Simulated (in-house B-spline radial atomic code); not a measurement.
A run on Mn that did not converge. Method: non-relativistic TPSS, spin-polarised, spherical fractional occupations, point nucleus; computed with a B-spline radial code for spherical atoms.

Command:
```bash
python run_scf.py task.json out
```
Settings:
```
Z                25
configuration    [Ar] 3d5 4s1.75 4f0.25
hamiltonian      nr
method           tpss,tpss
spin_polarised   True
```

First and last ten iterations of the last attempt (damped for 15 steps, keeping 80 % of the old Fock matrix, then DIIS):
```
 iter        energy (Eh)    residual
    1       -1150.976030    3.78e-02
    2       -1150.977727    1.12e-03
    3       -1150.977755    8.00e-04
    4       -1150.977762    5.94e-04
    5       -1150.977764    4.54e-04
    6       -1150.977764    3.53e-04
    7       -1150.977765    2.79e-04
    8       -1150.977765    2.21e-04
    9       -1150.977765    1.77e-04
   10       -1150.977765    1.42e-04
  111       -1150.977766    1.04e-05
  112       -1150.977765    2.39e-05
  113       -1150.977765    1.95e-05
  114       -1150.977765    2.08e-05
  115       -1150.977766    1.19e-05
  116       -1150.977765    1.46e-05
  117       -1150.977764    2.35e-05
  118       -1150.977764    1.99e-05
  119       -1150.977765    1.43e-05
  120       -1150.977765    1.20e-05
 not converged after 120 iterations
```

The smallest residual met was 3.7e-06; the threshold is about 2e-07. Over the last five steps the energy moves by less than 3e-06 hartree, but the orbitals didn't meet the threshold. Run time, properties included: 2 s on 1 thread of Arm Neoverse V1, with other jobs on the host.
